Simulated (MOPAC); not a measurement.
Job for MOPAC: AM1 on C4H10O (a complex), monomers drawn apart or pushed together.

```
AM1 1SCF PRECISE CHARGE=0 THREADS=1
C4H10O

C      0.51837406 1    -0.50382232 1     0.28773583 1
C     -0.39772935 1     0.43655513 1     0.46909878 1
H      0.85996145 1    -0.79038651 1    -0.69979840 1
H      0.96667999 1    -1.02877161 1     1.12300992 1
H     -0.73507478 1     0.71854131 1     1.45917579 1
H     -0.84210873 1     0.95753336 1    -0.37098124 1
C      0.66866797 1     0.77971439 1     4.50929426 1
O     -0.68969168 1     0.49987536 1     4.24942346 1
C     -1.00115263 1    -0.86746516 1     4.40539262 1
H      1.32872003 1     0.23419008 1     3.82300191 1
H      0.94019543 1     0.51549434 1     5.53950783 1
H      0.81474961 1     1.84883002 1     4.36463220 1
H     -0.42037220 1    -1.49219723 1     3.71496589 1
H     -2.06037280 1    -0.98783375 1     4.18443165 1
H     -0.80660255 1    -1.20624826 1     5.43118108 1
```

Output:

```
*******************************************************************************
 **                                                                           **
 **                              MOPAC v23.2.5                                **
 **                                                                           **
 *******************************************************************************
 ** MOPAC's Digital Object Identifier: https://doi.org/10.5281/zenodo.6511958 **
 **                                                                           **
 ** Please cite the open-source release paper for use of this MOPAC version:  **
 ** J. E. Moussa and J. J. P. Stewart (2026)                                  **
 ** MOPAC: An open-source semiempirical molecular orbital program             **
 ** J. Open Source Softw., 11(119), 8025, https://doi.org/10.21105/joss.08025 **
 *******************************************************************************

                              AM1 CALCULATION RESULTS

 *******************************************************************************
 *  AM1        - The AM1 Hamiltonian to be used
 *
 *
 *
 *                 CHARGE ON SYSTEM = 0
 *
 *
 *
 *  PRECISE    - TIGHTER CRITERIA TO BE USED
 *  1SCF       - DO 1 SCF AND THEN STOP
 *  THREADS=1  - MULTI-THREADING NOT USED
 *  T=         - A TIME OF 172800.0 SECONDS REQUESTED
 *  DUMP=N     - RESTART FILE WRITTEN EVERY 7200.0 SECONDS REQUESTED
 *******************************************************************************
AM1 1SCF PRECISE CHARGE=0 THREADS=1
 C4H10O

   ATOM   CHEMICAL          X               Y               Z
  NUMBER   SYMBOL      (ANGSTROMS)     (ANGSTROMS)     (ANGSTROMS)

     1       C          0.51837406  *  -0.50382232  *   0.28773583  *
     2       C         -0.39772935  *   0.43655513  *   0.46909878  *
     3       H          0.85996145  *  -0.79038651  *  -0.69979840  *
     4       H          0.96667999  *  -1.02877161  *   1.12300992  *
     5       H         -0.73507478  *   0.71854131  *   1.45917579  *
     6       H         -0.84210873  *   0.95753336  *  -0.37098124  *
     7       C          0.66866797  *   0.77971439  *   4.50929426  *
     8       O         -0.68969168  *   0.49987536  *   4.24942346  *
     9       C         -1.00115263  *  -0.86746516  *   4.40539262  *
    10       H          1.32872003  *   0.23419008  *   3.82300191  *
    11       H          0.94019543  *   0.51549434  *   5.53950783  *
    12       H          0.81474961  *   1.84883002  *   4.36463220  *
    13       H         -0.42037220  *  -1.49219723  *   3.71496589  *
    14       H         -2.06037280  *  -0.98783375  *   4.18443165  *
    15       H         -0.80660255  *  -1.20624826  *   5.43118108  *



          CARTESIAN COORDINATES

    NO.       ATOM           X           Y           Z

     1         C          0.5184     -0.5038      0.2877
     2         C         -0.3977      0.4366      0.4691
     3         H          0.8600     -0.7904     -0.6998
     4         H          0.9667     -1.0288      1.1230
     5         H         -0.7351      0.7185      1.4592
     6         H         -0.8421      0.9575     -0.3710
     7         C          0.6687      0.7797      4.5093
     8         O         -0.6897      0.4999      4.2494
     9         C         -1.0012     -0.8675      4.4054
    10         H          1.3287      0.2342      3.8230
    11         H          0.9402      0.5155      5.5395
    12         H          0.8147      1.8488      4.3646
    13         H         -0.4204     -1.4922      3.7150
    14         H         -2.0604     -0.9878      4.1844
    15         H         -0.8066     -1.2062      5.4312

  H: (AM1): M.J.S. DEWAR ET AL, J. AM. CHEM. SOC. 107 3902-3909 (1985)
  C: (AM1): M.J.S. DEWAR ET AL, J. AM. CHEM. SOC. 107 3902-3909 (1985)
  O: (AM1): M.J.S. DEWAR ET AL, J. AM. CHEM. SOC. 107 3902-3909 (1985)

           Empirical Formula: C4 H10 O  =    15 atoms



      MOLECULAR POINT GROUP   :   Cs


      RHF CALCULATION, NO. OF DOUBLY OCCUPIED LEVELS = 16


 -------------------------------------------------------------------------------
 AM1 1SCF PRECISE CHARGE=0 THREADS=1
 C4H10O



     1SCF WAS SPECIFIED, SO BFGS WAS NOT USED
     SCF FIELD WAS ACHIEVED


                              AM1 CALCULATION
                                                       MOPAC v23.2.5 Linux




          FINAL HEAT OF FORMATION =        -34.38475 KCAL/MOL =    -143.86579 KJ/MOL


          COSMO AREA              =        144.90 SQUARE ANGSTROMS
          COSMO VOLUME            =        132.04 CUBIC ANGSTROMS

          IONIZATION POTENTIAL    =         10.478566 EV
          HOMO LUMO ENERGIES (EV) =        -10.479  1.514
          NO. OF FILLED LEVELS    =         16
          MOLECULAR WEIGHT        =         74.1224         POINT GROUP:  Cs

          MOLECULAR DIMENSIONS (Angstroms)

            Atom       Atom       Distance
            H    11    H     3     6.37501
            H    14    H    12     3.96429
            H     6    H     4     2.86717


          SCF CALCULATIONS        =          1





   ATOM   CHEMICAL          X               Y               Z
  NUMBER   SYMBOL      (ANGSTROMS)     (ANGSTROMS)     (ANGSTROMS)

     1       C          0.51837406  *  -0.50382232  *   0.28773583  *
     2       C         -0.39772935  *   0.43655513  *   0.46909878  *
     3       H          0.85996145  *  -0.79038651  *  -0.69979840  *
     4       H          0.96667999  *  -1.02877161  *   1.12300992  *
     5       H         -0.73507478  *   0.71854131  *   1.45917579  *
     6       H         -0.84210873  *   0.95753336  *  -0.37098124  *
     7       C          0.66866797  *   0.77971439  *   4.50929426  *
     8       O         -0.68969168  *   0.49987536  *   4.24942346  *
     9       C         -1.00115263  *  -0.86746516  *   4.40539262  *
    10       H          1.32872003  *   0.23419008  *   3.82300191  *
    11       H          0.94019543  *   0.51549434  *   5.53950783  *
    12       H          0.81474961  *   1.84883002  *   4.36463220  *
    13       H         -0.42037220  *  -1.49219723  *   3.71496589  *
    14       H         -2.06037280  *  -0.98783375  *   4.18443165  *
    15       H         -0.80660255  *  -1.20624826  *   5.43118108  *

                             CARTESIAN COORDINATES

   1    C        0.518374060    -0.503822320     0.287735830
   2    C       -0.397729350     0.436555130     0.469098780
   3    H        0.859961450    -0.790386510    -0.699798400
   4    H        0.966679990    -1.028771610     1.123009920
   5    H       -0.735074780     0.718541310     1.459175790
   6    H       -0.842108730     0.957533360    -0.370981240
   7    C        0.668667970     0.779714390     4.509294260
   8    O       -0.689691680     0.499875360     4.249423460
   9    C       -1.001152630    -0.867465160     4.405392620
  10    H        1.328720030     0.234190080     3.823001910
  11    H        0.940195430     0.515494340     5.539507830
  12    H        0.814749610     1.848830020     4.364632200
  13    H       -0.420372200    -1.492197230     3.714965890
  14    H       -2.060372800    -0.987833750     4.184431650
  15    H       -0.806602550    -1.206248260     5.431181080


           Empirical Formula: C4 H10 O  =    15 atoms



      MOLECULAR POINT GROUP   :   Cs


                  EIGENVALUES
 -38.98158 -33.27273 -29.03994 -26.20176 -21.86207 -17.26487 -16.73855 -16.51349
 -15.83101 -14.14612 -13.39126 -12.88529 -12.37562 -11.84581 -10.67622 -10.47857
   1.51433   3.16173   4.11578   4.22249   4.23498   4.38123   4.42609   4.60013
   4.69520   4.75487   5.25006   5.75414   5.85493   6.22582


              NET ATOMIC CHARGES AND DIPOLE CONTRIBUTIONS

  ATOM NO.   TYPE          CHARGE      No. of ELECS.   s-Pop       p-Pop
    1          C          -0.225369        4.2254     1.24049     2.98488
    2          C          -0.214590        4.2146     1.24279     2.97180
    3          H           0.106676        0.8933     0.89332
    4          H           0.103823        0.8962     0.89618
    5          H           0.122026        0.8780     0.87797
    6          H           0.107231        0.8928     0.89277
    7          C          -0.070164        4.0702     1.22592     2.84425
    8          O          -0.269442        6.2694     1.87518     4.39426
    9          C          -0.070140        4.0701     1.22591     2.84423
   10          H           0.054448        0.9456     0.94555
   11          H           0.054723        0.9453     0.94528
   12          H           0.095833        0.9042     0.90417
   13          H           0.054365        0.9456     0.94563
   14          H           0.095844        0.9042     0.90416
   15          H           0.054734        0.9453     0.94527
 DIPOLE           X         Y         Z       TOTAL
 POINT-CHG.     0.611    -0.639     0.356     0.953
 HYBRID         0.285    -0.295     0.088     0.419
 SUM            0.896    -0.934     0.445     1.369


          ATOMIC ORBITAL ELECTRON POPULATIONS

     Atom    s        px        py        pz
    1  C   1.24049   0.98672   0.98542   1.01275
    2  C   1.24279   0.97482   0.97409   1.02289
    3  H   0.89332
    4  H   0.89618
    5  H   0.87797
    6  H   0.89277
    7  C   1.22592   0.83693   1.01538   0.99193
    8  O   1.87518   1.25267   1.24137   1.90021
    9  C   1.22591   1.01284   0.83516   0.99624
   10  H   0.94555
   11  H   0.94528
   12  H   0.90417
   13  H   0.94563
   14  H   0.90416
   15  H   0.94527

 **********************
 *                    *
 * JOB ENDED NORMALLY *
 *                    *
 **********************




 == MOPAC DONE ==
```

The run finished.

Cost: very roughly 0.020 core-seconds.
